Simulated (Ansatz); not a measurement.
Born–Oppenheimer molecular dynamics of ClH3O2Sn (7 atoms, charge 0, multiplicity 1). It goes on from the last frame of an earlier run, with new velocities.

These are results of RKS PBE/def2-SVP (Ansatz 0.2.0), not measurements.

```json
{"ensemble": "NVT, Langevin thermostat", "time step": "0.5 fs", "steps asked": "250", "set temperature": "500 K", "friction": "0.001 /fs", "masses": "H 2.014 u", "seed": "929311"}
```

First frame:

```xyz
7
Properties=species:S:1:pos:R:3
Sn -0.200 -0.333 -0.124
O -0.045 -0.597 1.851
H -0.601 -0.099 2.466
O 1.718 -0.484 -0.714
H 2.365 0.220 -0.500
Cl -0.878 1.925 -0.542
H -1.231 -1.480 -0.972
```

(1) What does the run give?

(2) What happens to the structure?

(3) How do temperature and energy run in time?

Results:

(1) All steps were run.

* steps done: 250
* time covered: 125 fs
* mean temperature over the second half: 384 K
* spread of the potential energy over the second half: 9.6 meV per atom
* mean potential energy of the second half above the start: 17.2 meV per atom

The mean temperature of the second half is 23 % below the set value. A run of 0.12 ps of so small a system gives no equilibrium averages.

(2) The same pairs are bonded in the first frame and the last. Pairs count as bonded within 1.25 times the sum of covalent radii (0.12 Å more for H–H). This is one draw of velocities; another would differ in detail.

(3) 
```tsv
time (fs)	T (K)	potential energy less start (eV)
0	429	0.000
10	312	0.116
20	254	0.132
30	420	0.018
40	347	0.153
50	344	0.113
60	308	0.181
70	282	0.204
80	427	0.081
90	409	0.103
100	405	0.091
110	311	0.183
120	446	0.066
```

Run time: 5.9 min on 2 threads of Arm Neoverse V1 (shared host), peak memory 0.12 GiB.
